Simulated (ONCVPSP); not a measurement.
## Plane-wave convergence, ONCV potential for selenium (Se)

ONCVPSP 4.0.1 input, shortened (lines: element, Z, core and valence counts, functional; n l f; lmax; l rc ep ncon nbas qcut; lloc lpopt rc5 dvloc0; l nproj debl; icmod fcfact rcfact), LDA (Perdew-Wang 92), scalar-relativistic:

```
  Se 34.00    3    5  -001012      upf
    1    0    2.00
    2    0    2.00
    2    1    6.00
    3    0    2.00
    3    1    6.00
    3    2   10.00
    4    0    2.00
    4    1    4.00
    2
    0    1.00    0.00    4    9   11.10
    1    0.85    0.00    4    7   15.00
    2    0.60    0.00    4    9   31.90
    4    5    0.55    6.00
    0    2    2.30
    1    2    1.40
    2    1    2.80
    3    3.75    1.30
```

For each optimised wave give the share of its norm inside rc, the residual kinetic energy above qcut (Ha) and the cutoffs (Ha) for errors of 10, 1, 0.1 and 0.01 mHa per electron.

```
wave  norm inside rc  residual KE  10 mHa  1 mHa  0.1 mHa  0.01 mHa
  3s           0.961      2.3e-05    20.2   44.7     54.7     115.2
  4s           0.080      4.4e-05    17.6   45.0     57.2     131.1
  3p           0.867      2.0e-07    58.4   73.1     85.9      96.6
  4p           0.031      3.7e-07    42.5   58.6     72.3      83.5
  3d           0.545      7.8e-09   263.9  322.9    373.1     413.5
```

The occupied waves need 323 Ha and 373 Ha for 1 and 0.1 mHa.
